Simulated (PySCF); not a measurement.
# Vertical excitation energies

SnCl(vinyl)3, C6H9ClSn.
Geometry (PBE0-D3(BJ)/def2-SVP, Å), atoms numbered from 1 in this order:
```
atom  x, y, z in Å
Sn1   -0.0066   -0.0048   -0.1253
Cl2    0.0696   -0.0018    2.2495
C3     2.0246   -0.2976   -0.7084
C4     3.0019   -0.4054    0.1942
H5     2.2602   -0.3550   -1.7785
H6     2.8022   -0.3530    1.2705
H7     4.0468   -0.5532   -0.1036
C8    -0.7945    1.9133   -0.6216
C9    -1.1131    2.8060    0.3183
H10   -0.9450    2.1621   -1.6795
H11   -0.9800    2.5935    1.3850
H12   -1.5217    3.7909    0.0619
C13   -1.3007   -1.6328   -0.6021
C14   -1.8604   -2.3869    0.3466
H15   -1.5055   -1.8497   -1.6581
H16   -1.6814   -2.2026    1.4120
H17   -2.5247   -3.2236    0.0994
```

The calculation used TDDFT PBE0/def2-SVPD, vertical, gas phase, core orbitals frozen in the response, def2 core potentials past Kr (PySCF 2.14.0, density-fitted response routines). Spin–orbit coupling is left out.

| state | E (eV) | E (kJ/mol) | λ (nm) | f | main configurations (H = HOMO, L = LUMO) |
| --- | --- | --- | --- | --- | --- |
| S1 | 5.73 | 553 | 216.4 | 0.0000 | H-1/H→L+1 (≥45%), H-1/H→L (≥45%) |
| S2 | 6.08 | 587 | 204.0 | 0.069 | H-1/H→L (≥38%), H-1/H→L+1 (≥37%) |
| S3 | 6.08 | 587 | 203.9 | 0.063 | H-1/H→L (≥38%), H-1/H→L+1 (≥37%) |
| S4 | 6.30 | 608 | 196.8 | 0.037 | H-1/H→L+2 (≥92%) |
| S5 | 6.30 | 608 | 196.7 | 0.044 | H-1/H→L+2 (≥93%) |
| S6 | 6.40 | 618 | 193.6 | 0.021 | H-1/H→L+1 (≥43%), H-1/H→L (≥42%) |
| S7 | 6.54 | 631 | 189.6 | 0.034 | H-2→L+1 (37%), H-2→L+2 (28%), H-2→L (13%) |
| S8 | 6.55 | 632 | 189.4 | 0.051 | H-2→L (54%), H-2→L+1 (15%) |
| S9 | 6.57 | 633 | 188.8 | 0.013 | H-2→L+2 (68%), H-2→L+1 (16%) |

Triplets (Tamm–Dancoff): T1 4.23 eV, H-1/H→L (≥31%), H-2→L+3 (22%), H-1/H→L+1 (≥18%); T2 4.24 eV, H-2→L (39%), H-1/H→L (≥12%), H-1/H→L+3 (≥12%); T3 4.24 eV, H-2→L+1 (39%), H-1/H→L+1 (≥19%), H-1/H→L+3 (≥12%).

The lowest singlet comes at 216 nm (553 kJ/mol) in the ultraviolet; it is dark (f under 0.0005); its leading configuration is HOMO-1/HOMO→LUMO+1 (≥45%). The strongest level in the table is S2/S3 at 6.08 eV (204 nm, f = 0.132 summed). S2/S3, S4/S5 and S7/S8 lie within about 0.01 eV of each other in each set. Löwdin shares by element: HOMO (one of a set within 0.03 eV) carbon 56% or more (atoms not listed hold the other 44%); LUMO (one of a set within 0.03 eV) carbon 73% or more (atoms not listed hold the other 27%). Of the 9 states listed, 8 reach f = 0.01 and 1 stays under 0.0005. Weighted by f, the mean energy of these states is 6.29 eV. Orbital energies (eV): HOMO-3 -8.49, HOMO-2 -8.07, HOMO-1 -7.85, HOMO -7.85, LUMO -0.71, LUMO+1 -0.71, LUMO+2 -0.34. Orbitals of the list HOMO-3 to LUMO+2 that lie within 0.01 eV of each other are written together with a slash and their weights summed (≥ marks a lower bound); for degenerate orbitals outside that list single weights are arbitrary. The window holds the lowest 10 singlets. The highest level found (6.74 eV, f 0.028 so far) is left out, since the window may have cut off a degenerate partner.

Hardware: INTEL XEON PLATINUM 8581C at 2.10 GHz, one thread, no GPU, shared host with 80 logical CPUs at a one-minute load of 8.5. Cost: 69 s (with the writing of density and orbital grids), 1.1 GiB resident at most.

One conformer stands for the species.
